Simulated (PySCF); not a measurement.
Rigid-rotor lines calculated for a species of formula [C9H15N2]+ (commonest isotopes; PBE0-D3(BJ)/def2-SVP geometry optimisation, gas phase in PySCF 2.14.0), labelled J(Ka,Kc):

```tsv
transition	MHz
2(1,1) ← 1(1,0)	2244.7
1(0,1) ← 0(0,0)	1053.7
2(0,2) ← 1(0,1)	2096.1
2(1,2) ← 1(1,1)	1970.1
1(1,1) ← 0(0,0)	2231.3
```

Q: Find the rotational constants.

A: 1(0,1) ← 0(0,0) is B + C, 2(1,1) ← 1(1,0) is 3B + C and 2(1,2) ← 1(1,1) is B + 3C, so B − C is half the difference of the last two, 137.3 MHz. 1(1,1) ← 0(0,0) is A + C. A = 1773.1, B = 595.5, C = 458.2 MHz.

Q: What moments of inertia, asymmetry and inertial defect follow?

A: I = 505379 MHz·u·Å² over each constant: Ia = 285.03, Ib = 848.67, Ic = 1102.93 u·Å²; κ = (2B − A − C)/(A − C) = -0.791 (asymmetric top); Δ = Ic − Ia − Ib = -30.77 u·Å².

Q: Which dipole components do these lines need?

A: μa and μb (a-type: ΔKa even, ΔKc odd; b-type: both odd). The calculation gives |μa| = 1.25 D, |μb| = 1.21 D, |μc| = 0.17 D, about the centre of mass.

Q: Predict further lines from these constants: 2(2,0) ← 1(1,0); 2(1,1) ← 2(0,2); 2(1,1) ← 2(1,2); 2(2,1) ← 1(1,0); 1(1,0) ← 0(0,0); 2(2,1) ← 1(1,1); 2(1,2) ← 2(0,2); 2(2,1) ← 2(1,1); 1(1,0) ← 1(0,1); 2(2,1) ← 2(1,2); 2(1,1) ← 1(0,1); 2(2,0) ← 1(1,1); 1(1,1) ← 1(0,1).

A: 
```csv
transition,MHz,type,branch
"2(1,1) ← 2(1,2)",412,a,Q
"2(1,2) ← 2(0,2)",1052,c,Q
"1(1,1) ← 1(0,1)",1178,c,Q
"1(1,0) ← 1(0,1)",1315,b,Q
"2(1,1) ← 2(0,2)",1463,b,Q
"1(1,0) ← 0(0,0)",2369,c,R
"2(2,1) ← 2(1,1)",3533,c,Q
"2(1,1) ← 1(0,1)",3560,c,R
"2(2,1) ← 2(1,2)",3945,b,Q
"2(2,1) ← 1(1,0)",5777,b,R
"2(2,0) ← 1(1,0)",5789,c,R
"2(2,1) ← 1(1,1)",5915,c,R
"2(2,0) ← 1(1,1)",5926,b,R
```

Q: Which structure gave them?

A: `C#C/C(=C/C=[N+](C)C)N(C)C`, point group C1. Three constants can't fix a structure by themselves; this is the one that was computed:
```xyz
26
C9H15N2 angstrom
C     -2.181    3.184    0.621
C     -1.767    2.061    0.429
C     -1.201    0.768    0.189
C      0.202    0.769    0.009
C      1.083   -0.303    0.118
N      2.396   -0.221   -0.022
C      3.040    1.033   -0.370
C      3.252   -1.371    0.200
N     -2.037   -0.272    0.140
C     -1.638   -1.582   -0.327
C     -3.445   -0.149    0.485
H     -2.559    4.178    0.792
H      0.622    1.766   -0.116
H      0.727   -1.299    0.384
H      2.591    1.460   -1.279
H      4.104    0.851   -0.559
H      2.950    1.762    0.451
H      3.964   -1.165    1.014
H      3.821   -1.606   -0.713
H      2.647   -2.243    0.475
H     -1.286   -2.224    0.498
H     -0.852   -1.493   -1.088
H     -2.508   -2.070   -0.785
H     -4.066   -0.180   -0.424
H     -3.730   -0.987    1.137
H     -3.631    0.791    1.015
```

The values belong to one conformer (point group C1) with, in the numbering `[CH:1]#[C:2]/[C:3](=[CH:4]/[CH:5]=[N+:6]([CH3:7])[CH3:8])[N:9]([CH3:10])[CH3:11]`, C3–C4–C5–N6 -178°. No frequency check. Zero-point vibration and centrifugal distortion are left out. A rigid rotor knows nothing of internal rotation, which can split or shift real lines. Quadrupole hyperfine structure (14N) is left out.

On an Arm Neoverse V2 with one thread (shared host), this took 4.5 min wall and 1.1 GiB of memory at its peak. This is the geometry optimisation.
